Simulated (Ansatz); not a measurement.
System: sum formula SiHF, net charge 0, singlet state. 
Coordinates optimised at B3LYP-D3(BJ)/def2-TZVP (Ansatz, a program for electronic structure):
```
Si
F 1 1.6199
H 1 1.5380 2 96.45
```
Charge 0, spin multiplicity 1.

Basis-set convergence of Hartree-Fock and CCSD(T) correlation energies (hartree) with Ansatz. Correlated levels leave the core frozen unless marked. No spin-orbit coupling. No relativistic terms.

The Hartree-Fock reference is unstable (checked in the largest basis), which strains HF and MP2. 

```csv
basis,functions,E(HF),"E(corr, CCSD(T))"
cc-pV(D+d)Z,42,-388.95461,-0.29715
cc-pV(T+d)Z,83,-389.00759,-0.38360
cc-pV(Q+d)Z,149,-389.02091,-0.41372
cc-pV(5+d)Z,246,-389.02384,-0.42483
```

Extrapolating the two largest sets (X = 4 and 5) as X^-3: E(corr) = (125·(-0.42483) - 64·(-0.41372))/61 = -0.4365 Eh, an estimate of the basis-set limit. The largest set recovers 97.3 % of it, the smallest 68.1 %.
